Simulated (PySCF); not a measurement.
H₆OSiTi, SMILES [SiH3][O][TiH3], multiplicity 1.

Geometry: B3LYP-D3(BJ)/def2-SVP. A frequency run showed that this geometry is not a minimum. The spin state was assumed, not searched. The structure was generated by enumeration; whether it is a known compound was not checked.

Two levels are set side by side: PBE/def2-TZVPD (PySCF) and HF/def2-TZVPD (PySCF). Same geometry, gas phase. Differences are taken from unrounded values.

```json
[
 {"quantity": "orbital gap (eV)", "HF": "13.10", "PBE": "3.37", "PBE minus HF": "-9.73"},
 {"quantity": "highest occupied level (eV)", "HF": "-12.05", "PBE": "-7.03", "PBE minus HF": "5.02"},
 {"quantity": "lowest empty level (eV)", "HF": "1.05", "PBE": "-3.66", "PBE minus HF": "-4.71"},
 {"quantity": "dipole moment (D)", "HF": "1.24", "PBE": "1.80", "PBE minus HF": "0.55"},
 {"quantity": "mean polarisability (bohr³)", "HF": "69.0", "PBE": "80.9", "PBE minus HF": "11.9"}
]
```

Without exact exchange PBE keeps part of each electron's self-repulsion, which lifts occupied levels and narrows the gap. Loosely held outer electrons make PBE densities more polarisable. Differences between two approximate levels are no errors against the true value.

Rough cost on one machine, each run with all the roots and properties that it gave: HF against PBE about 1/4.
